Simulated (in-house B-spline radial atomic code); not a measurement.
Values are calculated unless marked as measured or tabulated.
**What the choice of pseudopotential does to G0W0 on PBE0: Ba⁺**

All numbers come from a B-spline radial code for spherical atoms, non-relativistic (model numbers for so heavy an element), configuration [Xe] 6s1, open shells at high spin. Semilocal Troullier-Martins pseudo-atoms, one channel per l, are made with PBE or LDA for several valence sets and radii, with or without a model core, and set against the all-electron atom. One channel fits only the lowest state of its l, so a second state of that l is approximate. All electrons give 6s up: PBE0 -8.086 eV, G0W0 -10.093 eV, 5p down: PBE0 -25.954 eV, G0W0 -29.332 eV. Potentials are made in the ion's own configuration unless the neutral atom is named, and a smooth local potential serves every l without a channel. Potentials that miss their own reference levels by more than 6 millihartree, or need radii over 3.5 bohr, are left out. Columns give pseudo minus all-electron, in eV; a dash marks a level in the core or of low weight.

```tsv
valence	made with	radii (bohr)	model core (bohr)	6s up PBE0	6s up G0W0	5p down PBE0	5p down G0W0
5p 6s	PBE	s 3.17 p 1.34 d 1.85	none	-0.20	-0.44	+0.68	+1.06
5p 6s	LDA	s 3.40 p 1.51 d 2.12	none	-0.22	-0.47	+0.43	+0.68
5p 6s	PBE, neutral atom	s 3.40 p 1.93 d 2.74	none	-0.18	-0.44	+0.75	+1.06
5p 6s	PBE	s 3.17 p 1.34 d 1.85	1.34	-0.17	-0.37	+0.83	+1.18
5p 6s	PBE, neutral atom	s 3.40 p 1.51 d 2.14	1.32	-0.17	-0.41	+0.98	+1.27
5p 6s	LDA, neutral atom	s 3.40 p 1.93 d 2.77	1.34	-0.19	-0.43	+1.01	+1.29
5s 5p 6s	LDA, neutral atom	s 1.52 p 1.68 d 2.40	none	-0.08	-0.09	-0.17	-0.08
5s 5p 6s	PBE, neutral atom	s 1.78 p 1.93 d 2.74	none	-0.07	-0.07	+0.04	+0.16
5s 5p 6s	PBE	s 1.39 p 1.51 d 2.08	1.22	-0.03	-0.02	+0.06	+0.18
5s 5p 6s	PBE, neutral atom	s 1.54 p 1.68 d 2.38	1.22	-0.02	0.00	+0.05	+0.18
5s 5p 6s	PBE, neutral atom	s 1.78 p 1.93 d 2.74	1.22	-0.02	0.00	+0.05	+0.19
5s 5p 6s	PBE, neutral atom	s 2.01 p 2.18 d 3.09	1.22	-0.08	-0.08	-0.01	+0.14
4d 5s 5p 6s	PBE, neutral atom	s 1.78 p 1.93 d 0.80	none	-0.07	-0.14	-0.19	-0.58
4d 5s 5p 6s	LDA	s 1.75 p 1.93 d 0.80	0.52	-0.04	-0.11	-0.15	-0.53
```

Q: How does the G0W0 shift of 6s up, which all sets hold, depend on the valence set?

A: Mean size: 5s 5p 6s: 0.04 eV; 4d 5s 5p 6s: 0.12 eV; 5p 6s: 0.43 eV. A larger valence set can do worse when it takes only part of a shell, whose exchange with the frozen rest is then left to the functional. The means mix radii and the functional used in making the potentials.
